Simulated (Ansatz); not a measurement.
Reaction (ligand exchange at the Si–Se bond): `N[SiH]([SeH])Br` + H–F → `N[SiH](F)Br` + H₂Se

Calculated with Ansatz (gas phase, PBE0-D4/def2-TZVP geometries, no zero-point term in ΔE). CBS: MP2 limit from def2 TZ/QZ plus the TZ coupled-cluster correction, frozen cores. This one scheme is used for every species. Functionals use def2-TZVPP. For Br, Se outer-core shells are correlated without core-valence functions, which leaves a few kJ/mol of doubt a bond. Scalar relativity is left out up to krypton. Each species was taken in one conformer, which may not be the lowest.

| level | ΔE (eV) |
| --- | --- |
| BHLYP-D4 | -0.92 |
| revPBE | -0.78 |
| r2SCAN | -0.89 |
| BHLYP | -1.04 |
| CCSD/def2-SVP | -0.93 |
| CCSD/def2-TZVPP | -0.91 |
| CCSD(T)/def2-TZVPP | -0.86 |
| SCS-MP2/def2-QZVPP | -0.85 |

(1) What does CCSD(T)/CBS give? (Estimate.)

Largest T1 diagnostic among the species: 0.009.

Results:

(1) The calculation gave: -0.80 eV. The listed levels differ from it by -0.12, 0.02, -0.09, -0.24, -0.13, -0.11, -0.06, -0.05 eV.

The D4 term adds +0.11 eV with B3LYP and +0.06 eV with PBE0; it sums over pairs of atoms, weighted by their polarisabilities, and B3LYP, whose exchange is more repulsive, gets the larger term. Leaving LDA and LC-ωPBE aside and taking each functional with its dispersion term where it has one, the values, not all of them listed here, spread over 0.31 eV, from CAM-B3LYP-D4 to revPBE-D4. In def2-TZVPP, CCSD(T) changes the Hartree–Fock value by +0.26 eV (the triples alone add +0.05 eV) and MP2 by +0.34 eV.

B3LYP here is the variant with VWN-RPA as its local correlation; programs differ in this.
